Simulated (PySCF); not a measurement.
Excitations are Tamm–Dancoff values on a coarser integration grid. The basis has no diffuse functions, so Rydberg states are missing or too high.

# HCl3OSi, SMILES `Cl[Si](O)(Cl)Cl` (charge 0, multiplicity 1)

Computed with PBE-D3(BJ)/def2-TZVP in PySCF.

| Quantity | Result |
|---|---|
| HOMO | -7.90 eV |
| dipole moment | 1.60 D |
| HOMO–LUMO gap | 6.63 eV |
| LUMO | -1.27 eV |
| S1 excitation (TDA) | 6.78 eV |
| S1 oscillator strength | 0.000 |
| T1 excitation (TDA) | 6.45 eV |
| S1–T1 gap (TDA) | 0.33 eV |
| total energy | -1745.4375 Ha |
| cost | roughly 5 core-minutes |

```xyz
6

O     -1.0515    -0.0845    -0.8723
Si     0.3021    -0.0067     0.0421
Cl     1.8641    -0.2646    -1.2322
Cl     0.3199    -1.4673     1.4776
Cl     0.4617     1.8014     0.9903
H     -1.8964     0.0217    -0.4056
```
